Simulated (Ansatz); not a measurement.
`[CH3][Ti]([OH])([F])[Cl]` + H₂O → `[CH3][Ti]([OH])([OH])[Cl]` + H–F at 400 K and 1 bar (formal hydrolysis of a Ti–F bond).

Isolated molecules relaxed with PBE0-D4/def2-TZVP in Ansatz; ΔE leaves out vibrations. CCSD(T)/CBS is the MP2 limit (def2-TZVPP, def2-QZVPP) plus CCSD(T) − MP2 in def2-TZVPP, frozen cores. This one scheme is used for every species. For Ti outer-core shells are correlated without core-valence functions, which leaves a few kJ/mol of doubt a bond. Scalar relativity is left out up to krypton. Each species was taken in one conformer, which may not be the lowest.

```tsv
species	CCSD(T)/CBS energy (Eh)	H − E (kJ/mol)	S (J/(mol·K))
`[CH3][Ti]([OH])([F])[Cl]`	-1524.31841	172.3	419.7
H₂O	-76.37941	69.8	198.6
`[CH3][Ti]([OH])([OH])[Cl]`	-1500.28693	203.5	432.0
H–F	-100.39570	36.5	182.2
```

H − E and S are ideal-gas, rigid-rotor, harmonic terms from PBE0-D4/def2-TZVP, for one conformer and one mirror image of each species. 1 Eh = 2625.50 kJ/mol, R = 8.31446 J/(mol·K).

**Question.** By hand: ΔE, ΔH, ΔS and ΔG.

**Answer.** ΔE = (-1500.28693) + (-100.39570) − (-1524.31841) − (-76.37941) = 0.01519 Eh = 39.9 kJ/mol. Δ(H − E) = 203.5 + 36.5 − 172.3 − 69.8 = -2.1, so ΔH = 37.8 kJ/mol. ΔS = 432.0 + 182.2 − 419.7 − 198.6 = -4.1 J/(mol·K). ΔG = 37.8 − 400 × (-4.1)/1000 = 39.4 kJ/mol.

**Question.** By hand: the equilibrium constant, and the temperature at which ΔG would vanish if ΔH and ΔS stayed fixed.

**Answer.** log₁₀ K = −ΔG/(RT ln 10) = -5.1. ΔH and −TΔS have one sign here, so there is no such temperature. One of them is within its doubt of zero, so this could turn.

The number of gas molecules stays the same, so ΔS is small and ΔH decides. A doubt of 5 kJ/mol in ΔE shifts log₁₀ K by 0.7 here. Other conformers and mirror images would add mixing entropy, several J/(mol·K) or more a flexible species. These are equilibria of isolated gas molecules and say nothing of rates. Largest T1 diagnostic: 0.022 (customary marks: 0.02 for closed shells, 0.045 for open ones).
